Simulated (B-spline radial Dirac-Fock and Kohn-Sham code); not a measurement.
# Binding energies of Er²⁺ at several levels of theory

System: the Er²⁺ ion, configuration [Xe] 4f12.

The density-functional columns are spherical, spin-unpolarised Dirac-Kohn-Sham results without Breit or QED terms: −ε is minus the orbital energy of the initial state and ΔSCF the difference of two total energies. The reference in the last column comes from Dirac-Fock ΔSCF + Breit + QED. All numbers are from a radial B-spline solver, in eV; a selection of levels is shown. For the 1s level of heavy atoms much of the gap between ΔSCF and the reference is the Breit and QED part, -263.5 eV here; for other levels the error of the functional can be larger.

```tsv
level	LDA −ε	LDA ΔSCF	PBE −ε	PBE ΔSCF	Dirac-Fock
K	57257.0	57750.3	57308.4	57803.3	57498.0
L1	9627.1	9715.1	9634.3	9722.0	9773.1
L2	9175.0	9288.1	9178.2	9291.1	9279.5
L3	8259.2	8358.8	8261.3	8360.8	8373.1
M1	2167.5	2191.7	2169.6	2193.6	2238.5
M2	1968.4	1994.3	1969.2	1995.1	2023.5
M3	1776.1	1799.9	1776.6	1800.3	1830.3
M4	1433.7	1462.5	1433.6	1462.4	1467.3
M5	1391.6	1419.6	1391.5	1419.4	1426.1
N1	438.4	449.1	439.4	449.9	472.7
N2	358.8	369.4	359.2	369.8	386.1
N3	315.4	325.6	315.9	326.2	342.9
N4	184.0	194.0	184.0	194.0	199.9
N5	176.1	186.1	176.1	186.1	192.1
N6,7	17.73	26.47	17.40	26.13	20.97
O1	66.47	73.90	66.19	73.59	75.19
O2	44.90	51.84	44.60	51.52	49.39
O3	39.45	46.08	39.21	45.82	43.99
```

**Question.** Order the estimates of the K (1s) level by their distance from the Dirac-Fock value, nearest first.
A. PBE −ε
B. LDA ΔSCF
C. PBE ΔSCF
D. LDA −ε

**Answer.** A (189.6 eV), D (241.0 eV), B (252.4 eV), C (305.3 eV).

An eigenvalue near the reference for a deep level is a cancellation of errors: it lacks relaxation, carries self-interaction and omits Breit and QED terms.

Values without a named source are computed, but for edge energies of neutral atoms, which are taken from tables.
